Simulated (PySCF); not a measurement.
Molecule: `FCCCCC(F)F`, C$_{5}$H$_{9}$F$_{3}$.

Cartesian coordinates in Å; atom numbers follow the order of the lines, from 1:
```xyz
17

F    -2.4513    1.3906    1.1257
C    -2.5010    0.4997    0.0797
C    -1.3175   -0.4551    0.1429
C     0.0055    0.2838   -0.0513
C     1.1971   -0.6670    0.0274
C     2.5051    0.0793   -0.1702
F     3.5639   -0.7581   -0.0366
F     2.5878    0.5887   -1.4249
H    -3.4535   -0.0323    0.1691
H    -2.4887    1.0962   -0.8384
H    -1.3195   -0.9525    1.1148
H    -1.4479   -1.2123   -0.6315
H     0.0980    1.0514    0.7199
H     0.0069    0.7808   -1.0239
H     1.2373   -1.1608    0.9997
H     1.1231   -1.4334   -0.7473
H     2.6475    0.9129    0.5353
```

Frames of a GFN2-xTB Langevin trajectory at 600 K; GIAO PBE0/pcSseg-1 shieldings in PySCF 2.14, gas phase, non-relativistic; equivalent atoms averaged within each frame.

Chemical shifts δ = σref − σ; ¹⁹F (σref 170.95) vs CFCl3; ¹³C (σref 186.93), ¹H (σref 31.72) vs TMS, all at this level. The references are static minima.

**Question.** How do the shifts (ppm) fluctuate along the trajectory?

**Answer.** 
| time (fs) | F7/F8 | F1 | C6 | C2 | C5 | C3 | C4 | H17 | H9/H10 | H15/H16 |
| --- | --- | --- | --- | --- | --- | --- | --- | --- | --- | --- |
| 250 | -95.9 | -244.5 | 136.8 | 87.7 | 46.8 | 40.8 | 27.9 | 8.80 | 5.25 | 3.33 |
| 425 | -117.9 | -247.4 | 132.6 | 88.9 | 35.5 | 43.9 | 30.7 | 6.23 | 5.64 | 0.40 |
| 625 | -139.2 | -223.3 | 118.4 | 98.6 | 38.3 | 40.8 | 17.5 | 5.27 | 6.74 | 1.11 |
| 800 | -100.7 | -236.0 | 134.8 | 90.1 | 35.7 | 40.9 | 38.2 | 5.72 | 4.93 | 2.36 |
| 1000 | -124.9 | -251.1 | 125.5 | 85.0 | 37.5 | 40.4 | 29.4 | 6.83 | 5.58 | 1.67 |
| mean of frames | -115.7 | -240.5 | 129.6 | 90.1 | 38.8 | 41.4 | 28.7 | 6.57 | 5.63 | 1.77 |
| standard deviation | 17.7 | 11.1 | 7.6 | 5.1 | 4.6 | 1.4 | 7.4 | 1.38 | 0.68 | 1.13 |

5 frames give an uncertainty of the mean of about the standard deviation over 2.2 at best, since frames this close in time may not be independent; classical motion lacks zero-point vibration, and the reference would need the same averaging.
